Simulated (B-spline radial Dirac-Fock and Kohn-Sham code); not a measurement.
What relativity does to the binding energies of Pt⁷⁺

System: platinum as Pt⁷⁺, configuration 1s2 2s2 2p6 3s2 3p6 3d10 4s2 4p6 4d10 4f14 5s2 5p6 5d3.

Both columns are ΔSCF binding energies of the configuration average from a radial B-spline solver: non-relativistic Hartree-Fock with a point nucleus, and Dirac-Fock with a finite nucleus and the Coulomb interaction alone, averaged over the two j levels with weights 2j+1.

```
shell  Hartree-Fock (eV)  Dirac-Fock (eV)  shift (eV)  shift (%)
   1s            71764.0          78929.0    +7164.97      +9.98
   2s            12144.7          14062.4    +1917.69     +15.79
   2p            11651.2          12295.1     +643.81      +5.53
   3s             2957.9           3436.2     +478.28     +16.17
   3p             2726.3           2906.6     +180.32      +6.61
   3d             2298.6           2279.1      -19.54      -0.85
   4s              734.4            854.0     +119.68     +16.30
   4p              633.9            676.3      +42.36      +6.68
   4d              450.2            444.3       -5.94      -1.32
   4f              204.1            190.1      -13.98      -6.85
   5s              198.3            221.3      +23.00     +11.59
   5p              162.1            168.6       +6.49      +4.00
   5d              108.9            107.0       -1.91      -1.75
```

Relativity binds 1s, 2s, 2p, 3s, 3p, 4s, 4p, 5s, 5p more strongly, among those listed most of all 4s in relative terms, and 3d, 4d, 4f, 5d more weakly, because the contracted s and p shells screen the nucleus better.

Values without a named source are computed, but for edge energies of neutral atoms, which are taken from tables.
